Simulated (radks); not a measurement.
Problem. The strontium ion Sr+, [Kr] 5s1. Method: non-relativistic Kohn-Sham, r2SCAN, spin-polarised, spherical densities, point nucleus; meta-GGA in the generalised Kohn-Sham scheme; computed with a radial shooting solver on a logarithmic mesh with Libxc functionals. Every spin shell is full or empty, so the densities are truly spherical. Functionals are evaluated on that one density, not self-consistently. Rank these orbital-free kinetic functionals by their error against the exact value of the orbitals, and give that value: Thomas-Fermi, TF + vW, TF + vW/9, LC94, APBEK, Perdew 92, DePristo-Kress, Ernzerhof.

Solution. Exact: 3131.53 hartree. From best to worst, with 100 (|E| - |E exact|)/|E exact| (equal figures are ties): DePristo-Kress -0.05, LC94 +0.07, APBEK +0.15, Ernzerhof -0.36, Perdew 92 -0.68, TF + vW/9 -0.69, Thomas-Fermi -5.75, TF + vW +39.80.
